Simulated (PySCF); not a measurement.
Bi⁷⁷⁺: ionisation energy

Bi⁷⁷⁺ [He] 2s2 2p2 [2p1/2^2, M_J = 0] → Bi⁷⁸⁺ [He] 2s2 2p1 [2p1/2^1, M_J = 1/2], as a difference of total energies. Calculation: PySCF 2.14, in an uncontracted even-tempered set (16 s from 69 bohr⁻², ratio 2.4; 13 p from 90 bohr⁻², ratio 2.4; 5 d from 290 bohr⁻², ratio 2.6; 4 f from 430 bohr⁻², ratio 2.6); the two-component X2C-1e Hamiltonian. Correlated levels: nothing frozen; the 22 highest virtual spinors dropped. "Screened" scales the spin-orbit matrix elements by Boettger's factors to mimic the two-electron term; Breit and QED terms are absent.

```json
{"method": "GHF (spin-free)", "ionisation energy (eV)": "22456.0"}
{"method": "GMP2 (spin-free)", "ionisation energy (eV)": "22456.3"}
{"method": "GHF (screened spin-orbit)", "ionisation energy (eV)": "24197.1"}
{"method": "GMP2 (screened spin-orbit)", "ionisation energy (eV)": "24199.2"}
```

Task: How much does correlation contribute at GMP2 (screened spin-orbit)?

Result: 24199.2 − (24197.1) = 2.1 eV, measured against GHF (screened spin-orbit).

For this ion Breit and QED terms and the two-electron picture change, all absent here, outweigh the correlation shift from GHF to GMP2.

The spin-free rows relax to the high-spin LS determinant and lack the spin-orbit shift.

The labels give the starting determinants; with spin-orbit coupling the two ends relaxed to ⟨J²⟩ = 0.00, ⟨L²⟩ = 1.33, ⟨S²⟩ = 1.33 and ⟨J²⟩ = 0.75, ⟨L²⟩ = 2.00, ⟨S²⟩ = 0.75.

For comparison: 24150 ± 120 eV (theoretical estimate listed by NIST; NIST Atomic Spectra Database, ionization energies).
